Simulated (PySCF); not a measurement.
Fill in the blanks.

CH9NSi2.
Atom-mapped SMILES: `[NH2:1][SiH2:2][CH2:3][SiH3:4]` (hydrogens: H5, H6 on N1; H7, H8 on Si2; H9, H10 on C3; H11, H12, H13 on Si4)

Conformer (atom-mapped SMILES and torsion angles): `[NH2:1][SiH2:2][CH2:3][SiH3:4]`: N1–Si2–C3–Si4 40°, H–N1–Si2–C3 59°, H–N1–Si2–C3 -159°.

```csv
property,level,value
point group,PBE0-D3(BJ)/def2-SVP,?
"rotational constants A, B, C",PBE0-D3(BJ)/def2-SVP,"7.279, 2.444, 2.008 GHz"
dipole moment,wB97X-D/def2-SVPD,1.30 D
HOMO energy,wB97X-D/def2-SVPD,?
LUMO energy,wB97X-D/def2-SVPD,1.89 eV
lowest singlet excitation,TDDFT wB97X-D/def2-SVPD,"6.58 eV (188 nm, f = 0.018)"
strongest line among the 10 lowest singlet transitions,TDDFT wB97X-D/def2-SVPD,?
lowest triplet excitation (Tamm–Dancoff),TDA wB97X-D/def2-SVPD,6.31 eV
static isotropic polarisability,wB97X-D/def2-SVPD,?
vertical ionisation energy,ΔSCF wB97X-D/def2-SVPD,9.68 eV
electronic spatial extent ⟨r²⟩ about the centre of nuclear charge,wB97X-D/def2-SVPD,664 bohr²
13C chemical shifts (computed TMS as zero) by class,GIAO KT3/pcSseg-2,-8.1 (C3) ppm
1H chemical shifts (computed TMS as zero) by class,GIAO KT3/pcSseg-2,"4.93 (H7/H8), 3.93 (H11/H12/H13), 0.16 (H9/H10), 0.12 (H5/H6) ppm"
"isotropic shieldings of nuclei other than C and H, by class",GIAO KT3/pcSseg-2,?
core binding energies,"ΔSCF SCAN, pcX-2 on the ionised atom, pcseg-1 elsewhere, spin-free X2C, 2p3/2 from a spin–orbit splitting computed afterwards within the 2p shell",?
```

Electronic properties: PySCF, gas phase, density fitting. Isolated species at its PBE0-D3(BJ)/def2-SVP geometry (one conformer only). NMR classes are plain means over equivalent atoms (diastereotopic ones count apart unless rotation or inversion swaps them), as if these changed places fast; in this geometry the members of some classes differ.

(1) Give the isotropic shieldings of nuclei other than C and H, by class.

(2) What is the strongest line among the 10 lowest singlet transitions?

(3) Give the point group.

(4) Give the static isotropic polarisability.

(5) The core binding energies?

(6) Give the HOMO energy.

Answers

(1) 245 (N1), 387 (Si2), 426 (Si4) ppm.

(2) S6 at 8.38 eV (148 nm, f = 0.133).

(3) C1.

(4) 76.1 au.

(5) Si2p3/2 106.4 (Si4), Si2p3/2 106.7 (Si2), C1s 289.8 (C3), N1s 404.6 (N1), Si1s 1846.2 (Si4), Si1s 1846.6 (Si2) eV.

(6) -9.33 eV.

With B = h/(8π²I), that is 505.379 GHz u Å² over I, the principal moments of inertia are 69.4, 206.8 and 251.7 u Å² (most abundant isotopes); the inertial defect Ic − Ia − Ib is -24.5 u Å² (zero for a rigid planar frame, negative otherwise). In atomic units the dipole is 0.51 e·bohr (1 au = 2.5417 D). The 10 singlets span 6.58 to 8.74 eV, and their oscillator strengths add up to 0.45. The polarisability is 11.27 Å³ as a volume (1 au = 0.148185 Å³), or 1.52 au for each of the 50 electrons.
